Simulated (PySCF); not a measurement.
YOF, SMILES [O]=[Y][F].

Coordinates come from a PBE0-D3(BJ)/def2-TZVP optimisation. The def2 effective core potentials stand for the cores of Y; spin–orbit coupling is left out.

Computed with PySCF with TDDFT-B3LYP/def2-TZVPD.

Vertical excitations.  State labels are in the subgroup Cs.

Question: List the lowest excited states. (Estimate from the structure and the level; the computed values follow.)

Answer: 
```tsv
state	symmetry	energy (eV)	λ (nm)	f	main pairs
S1	A'	2.75	451	0.004	HOMO→LUMO 99 %
S2	A'	3.00	413	0.011	HOMO−1→LUMO 98 %
S3	A"	3.15	393	0.004	HOMO−2→LUMO 99 %
S4	A"	4.18	296	0.000	HOMO→LUMO+1 96 %
S5	A'	4.25	292	0.001	HOMO→LUMO+2 98 %
S6	A"	4.42	280	0.000	HOMO−1→LUMO+1 91 %
S7	A'	4.48	277	0.003	HOMO−1→LUMO+2 72 %, HOMO−2→LUMO+1 25 %
S8	A"	4.69	264	0.007	HOMO−2→LUMO+2 93 %
S9	A'	4.69	264	0.013	HOMO−2→LUMO+1 70 %, HOMO−1→LUMO+2 25 %
S10	A'	5.41	229	0.022	HOMO→LUMO+3 88 %
T1	A'	2.65	467	0	HOMO→LUMO 98 %
T2	A'	2.91	427	0	HOMO−1→LUMO 98 %
T3	A"	3.05	406	0	HOMO−2→LUMO 98 %
T4	A"	4.08	304	0	HOMO→LUMO+1 92 %
```
Triplets are in the Tamm–Dancoff approximation, which puts them higher than full response would, so one can lie above its singlet here.
